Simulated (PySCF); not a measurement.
Compound: C₃H₇AlFN.
SMILES with atom numbers: `[F:1][CH2:2][CH2:3][C:4]#[N+:5][AlH3-:6]` (hydrogens: H7, H8 on C2; H9, H10 on C3; H11, H12, H13 on Al6)
Bond orders are those of one Lewis drawing.

Method: PySCF, PBE0-D3(BJ)/def2-SVP geometry optimisation, gas phase; density fitting, grid level 1; the optimiser is geomeTRIC in internal coordinates, started from a GFN2-xTB structure with every atom displaced at random (about 0.01 Å).

Step 1: E = -14009.0418 eV
```
atom  x, y, z in Å  |  force x, y, z in eV/Å
F1     -3.2536   -0.4943    0.7440    0.002   0.087  -0.013
C2     -1.9009   -0.5564    0.5893   -0.189   0.055   0.002
C3     -1.3803    0.8677    0.3699    0.292  -0.079   0.165
C4      0.0509    0.8593    0.1187    0.431   0.258  -0.288
N5      1.1866    0.7926   -0.1017   -0.906  -0.187   0.281
Al6     2.8471   -0.3976   -0.1081    0.150  -0.051   0.036
H7     -1.4595   -0.9950    1.4975    0.102  -0.034  -0.041
H8     -1.6654   -1.1893   -0.2794    0.065  -0.055   0.000
H9     -1.8928    1.3343   -0.4850   -0.015   0.000  -0.028
H10    -1.5700    1.4821    1.2652   -0.065   0.019  -0.046
H11     2.9959   -0.4793    1.4820    0.041  -0.021   0.082
H12     3.9581    0.3816   -0.9282    0.081   0.091  -0.096
H13     2.0892   -1.6224   -0.8102    0.012  -0.083  -0.054
```

Step 2: E = -14009.0743 eV
```
atom  x, y, z in Å  |  force x, y, z in eV/Å
F1     -3.3001   -0.4292    0.7435    0.054  -0.012   0.009
C2     -1.9504   -0.5466    0.5956   -0.091   0.073   0.003
C3     -1.3861    0.8586    0.3737    0.095  -0.034   0.046
C4      0.0396    0.8208    0.1251    0.162   0.243  -0.153
N5      1.1720    0.7384   -0.0854   -0.296  -0.294   0.165
Al6     2.8933   -0.3945   -0.1132    0.131   0.012   0.007
H7     -1.5169   -0.9956    1.5033    0.005  -0.030  -0.009
H8     -1.7261   -1.1939   -0.2672   -0.008  -0.013   0.005
H9     -1.8839    1.3281   -0.4892   -0.013   0.007  -0.010
H10    -1.5738    1.4877    1.2586   -0.037   0.010  -0.018
H11     3.0772   -0.4894    1.4790    0.004   0.000  -0.009
H12     3.9583    0.4578   -0.9425   -0.025   0.028  -0.024
H13     2.2020   -1.6590   -0.8275    0.020   0.009  -0.010
```

Step 3: E = -14009.1177 eV
```
atom  x, y, z in Å  |  force x, y, z in eV/Å
F1     -3.4038   -0.2734    0.7528   -0.015  -0.067   0.022
C2     -2.0723   -0.5151    0.6124    0.112  -0.029   0.018
C3     -1.3881    0.8315    0.3727   -0.198   0.017  -0.121
C4      0.0310    0.7035    0.1418   -0.309   0.210   0.064
N5      1.1580    0.5693   -0.0373    0.553  -0.399  -0.001
Al6     3.0136   -0.3833   -0.1206   -0.047   0.122  -0.062
H7     -1.6780   -0.9955    1.5230   -0.043   0.035   0.025
H8     -1.8997   -1.1996   -0.2352   -0.048   0.059  -0.018
H9     -1.8439    1.3119   -0.5094    0.021   0.006   0.016
H10    -1.5592    1.4991    1.2315    0.031   0.002   0.028
H11     3.2556   -0.5061    1.4656   -0.005   0.034  -0.076
H12     3.9071    0.6469   -0.9703   -0.063  -0.049   0.076
H13     2.4848   -1.7060   -0.8730    0.011   0.059   0.029
```

Question: Estimate the geometry and energy of step 4. (The exact step hangs on the optimiser's Hessian estimate; all steps are aligned on step 3, rigid shifts and turns removed.)

Answer: E = -14009.1437 eV, largest force 0.744 eV/Å
```
atom  x, y, z in Å  |  force x, y, z in eV/Å
F1     -3.4719   -0.1603    0.7645   -0.033  -0.025   0.012
C2     -2.1589   -0.4855    0.6246    0.156  -0.099   0.019
C3     -1.3873    0.8077    0.3655   -0.238   0.074  -0.145
C4      0.0258    0.5947    0.1580   -0.319   0.174   0.102
N5      1.1482    0.4049    0.0055    0.653  -0.355  -0.041
Al6     3.0859   -0.3750   -0.1301   -0.131   0.149  -0.049
H7     -1.7933   -0.9801    1.5400   -0.047   0.041   0.023
H8     -2.0322   -1.1896   -0.2152   -0.048   0.052  -0.014
H9     -1.8026    1.2981   -0.5316    0.036  -0.006   0.016
H10    -1.5307    1.5055    1.2055    0.051  -0.013   0.038
H11     3.3929   -0.4987    1.4418   -0.027   0.009  -0.042
H12     3.8288    0.7852   -0.9567   -0.049  -0.051   0.048
H13     2.7004   -1.7237   -0.9179   -0.003   0.051   0.034
```

The energy changes by -0.0260 eV. The first-order estimate −F·Δx gives -0.0355 eV and the mean of the old and new forces, exact on a quadratic surface, -0.0256 eV. The step makes an angle of 85° with the force vector and moves no atom by more than 0.221 Å.

The cost below is that of the whole optimisation. The run took 56 s wall on one thread, Arm Neoverse V2 (aarch64), no GPU, shared host with 96 logical CPUs at a one-minute load of 84, and the process peaked at 0.52 GiB of memory.
